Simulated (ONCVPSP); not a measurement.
## Ni (Z = 28): excitation energies, all-electron against ONCV

ONCVPSP 4.0.1 input, shortened (lines: element, Z, core and valence counts, functional; n l f; lmax; l rc ep ncon nbas qcut; lloc lpopt rc5 dvloc0; l nproj debl; icmod fcfact rcfact), LDA (Perdew-Wang 92), scalar-relativistic:

```
  Ni 28.00    3    4  -001012      upf
    1    0    2.00
    2    0    2.00
    2    1    6.00
    3    0    2.00
    3    1    6.00
    3    2    8.00
    4    0    1.00
    3
    0    1.35    0.00    3    8   10.10
    1    0.95    0.00    3    7   14.60
    2    1.35    0.00    4    9   11.70
    3    1.30    0.18    3    7    9.00
    4    5    0.85    6.00
    0    2    0.60
    1    2    1.10
    2    3    2.00
    3    2    1.30
    3    1.50    1.40
```

In the p channel the program set the typed energies aside and used -2.957, 0.250 Ha.

Energies are relative to the spin-unpolarised reference configuration 3s2 3p6 3d8 4s1; without spin polarisation the order of configurations can differ from experiment.

| valence configuration | charge | ΔE all-electron (eV) | error AE − PS (meV) |
| --- | --- | --- | --- |
| 3s2 3p6 3d8 4s2 | 0 | -9.594 | +1.9 |
| 3s2 3p6 3d8 4s0 | +2 | 17.653 | +0.5 |

Task: What are ΔE and the potential's error for 3s2 3p6 3d7 4s0?

Result: ΔE = 55.457 eV all-electron; the error (AE − PS) is +18 meV.

Task: What are ΔE and the potential's error for 3s2 3p6 3d7 4s2 4p1?

Result: ΔE = 1.071 eV all-electron; the error (AE − PS) is +51 meV.

Levels in the configuration 3s2 3p6 3d8 4s0:

```json
{"level": "3s", "all-electron (eV)": "-130.278", "pseudo (eV)": "-130.295"}
{"level": "3p", "all-electron (eV)": "-91.055", "pseudo (eV)": "-91.059"}
{"level": "3d", "all-electron (eV)": "-28.710", "pseudo (eV)": "-28.725"}
```
